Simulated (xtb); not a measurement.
C2H4F2Si, SMILES C=C(F)[SiH2]F. All values are semi-empirical tight-binding results from xtb (GFN2-xTB unless named), good for trends rather than for accurate numbers. The structure is a stationary point at GFN2-xTB. The structure was generated by enumeration, and PubChem lists no compound with its InChIKey, so it may never have been made. The values are those of a single conformer.

Optimised geometry:

```xyz
9

C     -1.3566    -1.2361     0.0000
C     -0.0890    -0.8566     0.0000
F      0.8704    -1.8239     0.0000
Si     0.5973     0.9062     0.0000
F     -0.7072     1.8498     0.0000
H     -2.1359    -0.4975     0.0000
H     -1.6457    -2.2742     0.0000
H      1.3123     1.2039    -1.2302
H      1.3123     1.2039     1.2302
```

Computed properties:
| Quantity | Value |
|---|---|
| point group as xtb finds it | Cs |
| orbital gap | 4.62 eV |
| dipole moment | 0.53 D |
| zero-point energy | 32.8 kcal/mol |
| G − E(el) at 298.15 K (modified RRHO) | 13.7 kcal/mol |
| static polarisability (D4 model) | 56.4 bohr³ |
| solvation energy, GFN2-xTB/ALPB(water) | -0.6 kcal/mol |
| solvation energy, GFN2-xTB/ALPB(methanol) | -2.3 kcal/mol |

Problem. Give the atomic charges and the Wiberg bond orders between heavy atoms. (Estimate from the structure and the level; the computed values follow.)

Solution. charges (e) C1 -0.10, C2 0.06, F3 -0.25, Si4 0.54, F5 -0.27, H6 0.06, H7 0.07, H8 -0.05, H9 -0.05. Bond orders C1–C2 1.92, C2–F3 0.96, C2–Si4 0.87, Si4–F5 1.09.
